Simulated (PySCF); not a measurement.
## Spinor energies of Re+ (rhenium, charge +1)

Start: [Xe] 4f14 5d5 6p1; 5d5/2 filled at m_j = -3/2, -1/2, +1/2, +3/2, +5/2; 6p3/2 filled at m_j = +3/2. Calculated with PySCF 2.14 in x2c-TZVPall-2c (11s11p10d2f, 108 functions): generalised Hartree-Fock with the X2C-1e Hamiltonian and a Gaussian nucleus; spin-orbit coupling (SO) screened by Boettger's factors. This is a chosen level, not necessarily the ground level.

```csv
spinor shell,electrons,"ε, screened SO (eV)",weight of nominal j (screened SO),"rms radius, screened SO (bohr)"
1s1/2,2,-72054.5,1.000,0.0204
2s1/2,2,-12641.1,1.000,0.0824
2p1/2,2,-12074.4,1.000,0.0700
2p3/2,4,-10629.1,1.000,0.0775
3s1/2,2,-2996.4,1.000,0.210
3p1/2,2,-2744.0,1.000,0.202
3p3/2,4,-2424.9,1.000,0.217
3d3/2,4,-2005.9,1.000,0.192
3d5/2,6,-1937.1,1.000,0.196
4s1/2,2,-665.52,1.000,0.469
4p1/2,2,-559.02,1.000,0.476
4p3/2,4,-483.69,1.000,0.509
4d3/2,4,-308.40,0.999,0.531
4d5/2,6,-293.95,0.999,0.543
5s1/2,2,-109.75,1.000,1.12
5p1/2,2,-76.395,0.917,1.24
4f5/2,6,-70.664,0.981,0.637
4f7/2,8,-68.037,0.985,0.638
5p3/2,4,-62.549,0.958,1.32
5d5/2,5,-21.254,0.523,1.93
6p3/2,1,-9.911,1.000,4.22
```

```json
{"quantity": "E (hartree)", "screened SO": "-16700.27313"}
{"quantity": "M_J", "screened SO": "4"}
{"quantity": "⟨J²⟩", "screened SO": "20.025"}
{"quantity": "⟨L²⟩", "screened SO": "2.340"}
{"quantity": "⟨S²⟩", "screened SO": "11.865"}
```

Each row is a mean over spinors that exchange with the open shell spreads, by up to 8.611 eV (5p3/2).

Rows whose weight is well below 1 are mixtures of j = l ± 1/2: exchange outweighs spin-orbit coupling there, and the label is only the starting occupation.

Breit and QED terms are absent; they matter most for the inner s and p1/2 levels.

Densities and radii are taken from the X2C orbitals without a picture-change correction, which distorts them close to the nucleus.
